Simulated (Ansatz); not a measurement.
Consider the formal exchange of groups at the Sn–S bond: `N=C[S][SnH3]` + `COC=N` → `CO[C](=N)[SnH3]` + `N=CS`.

Program: Ansatz. Geometries: PBE0-D4/def2-TZVP. ΔE: electronic, gas phase. CCSD(T)/CBS adds triple-zeta CCSD(T) − MP2 to the extrapolated MP2 energy (def2 sets, frozen cores). This one scheme is used for every species. def2 core potentials past Kr. For Sn outer-core shells are correlated without core-valence functions, which leaves a few kJ/mol of doubt a bond. Each species was taken in one conformer, which may not be the lowest.

```csv
species,CCSD/CBS(def2) energy (Eh)
`N=C[S][SnH3]`,-707.50050
`COC=N`,-208.92871
`CO[C](=N)[SnH3]`,-424.11398
`N=CS`,-492.27896
```

(1) Work out ΔE.

Largest T1 diagnostic among the species: 0.015.

Results:

(1) ΔE = (-424.11398) + (-492.27896) − (-707.50050) − (-208.92871) = 0.03627 Eh = +95.2 kJ/mol. CCSD(T)/CBS gives +94.2 kJ/mol.

In def2-TZVPP, CCSD(T) changes the Hartree–Fock value by −14.5 kJ/mol (the triples alone add −1.0 kJ/mol) and MP2 by −10.5 kJ/mol.
